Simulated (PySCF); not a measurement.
A species of formula C11H7FO has this rotational fingerprint, computed with PBE0-D3(BJ)/def2-SVP geometry optimisation, gas phase in PySCF:

```
Rotational constants : A = 2177, B = 482.1, C = 394.7 MHz
Dipole components    : |μa| = 4.27 D, |μb| = 0.13 D, |μc| = 0.00 D
Inertial defect      : -0.01 u·Å²
κ                    : -0.90
```

Task: Which structure is it? (One computed conformer of each.)
A. `[O:1]=[C:2]([F:3])[c:4]1[cH:5][cH:6][cH:7][c:8]2[cH:9][cH:10][cH:11][cH:12][c:13]12` with O1–C2–C4–C5 -179°
B. `[O:1]=[C:2]([F:3])[c:4]1[cH:5][cH:6][c:7]2[cH:8][cH:9][cH:10][cH:11][c:12]2[cH:13]1` with O1–C2–C4–C5 1°

Result: B. It is O=C(F)c1ccc2ccccc2c1, a near-prolate asymmetric top, point group Cs. The candidates at the same level (rigid rotor, commonest isotopes):

| SMILES | A (MHz) | B (MHz) | C (MHz) | μa (D) | μb (D) | μc (D) | Δ (u·Å²) | point group | rotor |
| --- | --- | --- | --- | --- | --- | --- | --- | --- | --- |
| O=C(F)c1ccc2ccccc2c1 | 2177 | 482.1 | 394.7 | 4.27 | 0.13 | 0.00 | -0.01 | Cs | near-prolate asymmetric top |
| O=C(F)c1cccc2ccccc12 | 1375 | 705.7 | 466.3 | 2.75 | 2.51 | 0.00 | -0.01 | Cs | asymmetric top |

`O=C(F)c1cccc2ccccc12` has B 46 % too high. In the right answer the mirror of this Cs structure is the ab plane, so μc vanishes by symmetry (the 0.01 D computed is a residue). No structure here is proved a minimum.
